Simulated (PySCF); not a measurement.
Be(Et) (C2H5Be), SMILES [Be+][CH2]C, charge +1. Coordinates come from a PBE-D3(BJ)/def2-TZVP optimisation. The spin state was assumed, not searched. The isomer is the one that the SMILES or the coordinates give; other isomers of the formula were not compared.

Calculation: PBE-D3(BJ)/def2-TZVP (PySCF 2.14.0).

Harmonic wavenumbers (cm⁻¹): 218, 272, 589, 739, 897, 917, 953, 1094, 1188, 1346, 1355, 1407, 1440, 2938, 2960, 2988, 3046, 3086. Rotational constants (GHz): 38.26, 10.14, 8.929; symmetry number 1.

Question: Work out the zero-point energy and the ideal-gas rigid-rotor harmonic-oscillator thermochemistry at 298.15 K and 1 atm.

Answer: ZPE = ½ Σ hcν = ½ × 27433 cm⁻¹ = 164.09 kJ/mol. H − E(el) = 177.88 kJ/mol. Entropy in J/(mol K): translation 154.14, rotation 92.28, vibration 20.32, total 266.74. G − E(el) = 98.35 kJ/mol. Cp = 65.51 J/(mol K).
